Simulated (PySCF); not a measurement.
PySCF job for Si(H)3(vinyl) (C₂H₆Si), SMILES C=C[SiH3], PBE0/pcSseg-1. The structure is a stationary point at B3LYP-D3(BJ)/def2-TZVP.

```python
import numpy as np
from pyscf import gto, scf, dft
from pyscf.prop.nmr import rks as nmr

mol = gto.M(
    atom='''
    Si    0.07747856    1.07892410    0.00000000
    C    -0.52742306   -0.68279400    0.00000000
    C     0.28133368   -1.74059066   -0.00000000
    H    -0.41607340    1.80362719    1.19682676
    H     1.55945638    1.08303705   -0.00000000
    H    -0.41607341    1.80362718   -1.19682676
    H    -1.60066687   -0.86200569    0.00000000
    H    -0.09597674   -2.75795063    0.00000000
    H     1.36117048   -1.63496456   -0.00000000
    ''',
    basis='pcSseg-1',
    charge=0,
    spin=0,
    max_memory=1600,
    verbose=3,
)
mf = dft.RKS(mol, xc='pbe0')
mf.grids.level = 3
mf.conv_tol = 1e-10
mf.max_cycle = 100
mf.kernel()
n = nmr.NMR(mf)
n.verbose = 2
n.max_cycle_cphf = 60
sigma = n.kernel()
print('atom   isotropic/ppm   span/ppm')
for i, s in enumerate(sigma):
    w = np.linalg.eigvalsh((s + s.T) / 2)
    print(f'{mol.atom_symbol(i):2s}{i + 1:3d} {w.mean():14.3f} {w[2] - w[0]:11.3f}')
```

Program output:

```
converged SCF energy = -369.031586961685
atom   isotropic/ppm   span/ppm
Si  1        419.298      93.511
C   2         48.372     252.682
C   3         39.252     248.243
H   4         27.202       7.316
H   5         27.425       6.594
H   6         27.202       7.316
H   7         25.167       3.900
H   8         25.138       7.029
H   9         25.155       7.481
```

The run converged.
